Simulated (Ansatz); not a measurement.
Born–Oppenheimer molecular dynamics of a periodic cell of 39 atoms, Si$_{2}$H$_{10}$O (contents 3 H2O + 6 SiH4, density as packed 0.64 g/cm³ with natural masses). It goes on from the last frame of an earlier run, with new velocities.

These are results of DFT PBEsol, scalar-relativistic, plane waves, PAW (Ansatz 0.2.0), not measurements. Settings: accuracy low, cutoff 420 eV, k mesh 1x1x1, fermi-dirac smearing 0.05 eV, no spin polarisation.

- ensemble: NVE (velocity Verlet)
- time step: 0.5 fs
- steps asked: 370
- starting velocities drawn for: 1500 K
- seed: 297234

First frame:

```xyz
39
Lattice="8.6267 0.0000 0.0000 0.0000 8.6267 0.0000 0.0000 0.0000 8.6267" Properties=species:S:1:pos:R:3
O 6.244 6.126 1.624
H 6.376 5.258 1.864
H 5.479 6.631 1.983
O 6.958 2.895 1.762
H 6.369 2.579 2.534
H 6.425 2.760 0.906
O 7.486 6.970 4.609
H 6.853 6.603 3.942
H 7.740 6.117 5.044
Si 3.942 4.668 7.058
H 2.643 4.604 6.198
H 5.047 3.698 6.661
H 4.586 6.109 7.275
H 3.246 4.103 8.252
Si 4.423 0.789 4.908
H 5.836 0.529 4.283
H 3.374 1.928 4.462
H 3.682 -0.300 4.373
H 5.208 0.721 6.128
Si 3.544 8.758 0.434
H 4.214 8.912 1.625
H 4.411 9.840 -0.511
H 3.731 7.394 0.012
H 2.194 9.126 0.621
Si 0.391 2.012 4.961
H 0.137 0.636 4.582
H -0.690 2.431 6.003
H 1.855 2.615 5.326
H -0.388 2.748 3.875
Si 8.724 7.776 7.787
H 9.774 6.856 7.351
H 7.273 7.652 7.343
H 8.871 7.917 9.343
H 8.973 9.083 7.150
Si 0.935 4.442 1.567
H 1.901 5.651 1.408
H 0.738 4.226 2.941
H -0.080 4.738 0.720
H 1.647 3.267 1.173
```

Problem. What does the run give?

Solution. The run went to its last step.

```json
{"steps done": "370", "time covered": "185 fs", "mean temperature over the second half": "1315 K", "spread of the potential energy over the second half": "8.9 meV per atom", "mean potential energy of the second half above the start": "23.4 meV per atom"}
```

The conserved energy stayed within 0.46 meV per atom of its start (net change 0.031 meV per atom), so the integration is sound. A run of 0.18 ps of so small a system gives no equilibrium averages. Limits of this set-up: coarse k mesh, low accuracy level.

Problem. What happens to the structure?

Solution. Mean squared displacements from the first frame to the last, about the centre of mass: O 3.84 Å², H 6.63 Å², Si 2.78 Å². This is one draw of velocities; another would differ in detail.

Problem. How do temperature and energy run in time?

Solution. 
```json
{"time (fs)": "0.0", "T (K)": "1500", "potential energy less start (eV)": "0.000", "conserved less start (meV/atom)": "0.00"}
{"time (fs)": "15.0", "T (K)": "1301", "potential energy less start (eV)": "0.982", "conserved less start (meV/atom)": "0.09"}
{"time (fs)": "30.0", "T (K)": "1349", "potential energy less start (eV)": "0.743", "conserved less start (meV/atom)": "0.08"}
{"time (fs)": "45.0", "T (K)": "1341", "potential energy less start (eV)": "0.788", "conserved less start (meV/atom)": "0.18"}
{"time (fs)": "60.0", "T (K)": "1464", "potential energy less start (eV)": "0.182", "conserved less start (meV/atom)": "0.09"}
{"time (fs)": "75.0", "T (K)": "1395", "potential energy less start (eV)": "0.525", "conserved less start (meV/atom)": "0.22"}
{"time (fs)": "90.0", "T (K)": "1246", "potential energy less start (eV)": "1.257", "conserved less start (meV/atom)": "0.19"}
{"time (fs)": "105.0", "T (K)": "1297", "potential energy less start (eV)": "1.001", "conserved less start (meV/atom)": "0.07"}
{"time (fs)": "120.0", "T (K)": "1293", "potential energy less start (eV)": "1.022", "conserved less start (meV/atom)": "0.13"}
{"time (fs)": "135.0", "T (K)": "1309", "potential energy less start (eV)": "0.946", "conserved less start (meV/atom)": "0.16"}
{"time (fs)": "150.0", "T (K)": "1345", "potential energy less start (eV)": "0.769", "conserved less start (meV/atom)": "0.26"}
{"time (fs)": "165.0", "T (K)": "1226", "potential energy less start (eV)": "1.356", "conserved less start (meV/atom)": "0.31"}
{"time (fs)": "180.0", "T (K)": "1231", "potential energy less start (eV)": "1.329", "conserved less start (meV/atom)": "0.26"}
```

Time of the run: 28 min on 1 thread of Arm Neoverse N1, with other jobs on the host, peak memory 0.57 GiB.
